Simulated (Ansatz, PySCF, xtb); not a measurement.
Dimer: CH2O2 (SMILES O=CO) (first 5 atoms) with H2Se (SMILES [SeH2]); geometry from B3LYP-D3(BJ)/def2-TZVP, rigid monomers moved along the line of their centres of mass till H5···Se6 is 2.87 Å.
(charge 0, multiplicity 1):
```tsv
atom	x (Å)	y (Å)	z (Å)
O	1.0693	-0.9998	0.8477
C	0.4678	-0.5517	-0.0912
O	-0.6000	0.2466	-0.0290
H	0.7274	-0.7476	-1.1402
H	-0.8229	0.4149	0.9134
Se	-1.1472	0.6322	3.7540
H	-0.0116	-0.2581	3.4632
H	-2.0777	-0.5061	3.7972
```

Counterpoise-corrected where a basis set is named; no monomer relaxation.

Programs: Ansatz (a quantum-chemistry and plane-wave program); PySCF for the dispersion terms; xtb for the GFN methods. Each number belongs to the level named beside it.

Problem. One of these levels gives -3.66 kcal/mol for the interaction energy. Name it.
A) HF/aug-cc-pVDZ
B) GFN2-xTB
C) r2SCAN-D4/def2-TZVPPD
D) PBE/def2-TZVPPD

Solution. B, GFN2-xTB. The others give -2.51 (HF/aug-cc-pVDZ), -4.11 (PBE/def2-TZVPPD), -4.66 (r2SCAN-D4/def2-TZVPPD)
